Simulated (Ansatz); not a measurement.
BFH4O2Si, SMILES `BO[SiH](O)F`, relaxed with RKS PBE-D4/def2-SVP in Ansatz 0.2.0 from a rough embedded geometry. The force threshold is 0.03 eV/Å; the program also tests the step.

Total charge 0; spin multiplicity 1.

Start:

```xyz
9

B    -1.332    1.030    0.672
O    -0.240    1.149   -0.208
Si    0.538   -0.410   -0.249
O     1.973   -0.214   -1.243
F    -0.465   -1.521   -1.030
H    -2.447    0.674    0.292
H    -1.239    1.238    1.836
H     0.845   -0.838    1.049
H     2.368   -1.109   -1.120
```

How much energy does the relaxation release, and in how many steps? (An estimate is asked.)

Computed: 96.54 kJ/mol, in 16 steps, 2 of them rejected.

Which bonds change most? (Best estimate.)

The calculation gave: Si3–O4 from 1.756 to 1.653 Å; Si3–H8 from 1.401 to 1.490 Å; O2–Si3 from 1.743 to 1.676 Å; Si3–F5 from 1.689 to 1.628 Å.

Give the relaxed structure. (Estimate.)

The calculation gave: 
```xyz
9

B    -1.410    1.120    0.611
O    -0.753    0.410   -0.346
Si    0.511   -0.683   -0.211
O     1.711   -0.062   -1.162
F    -0.009   -2.106   -0.805
H    -2.314    1.850    0.248
H    -1.096    1.010    1.789
H     0.887   -0.900    1.214
H     2.474   -0.638   -1.340
```
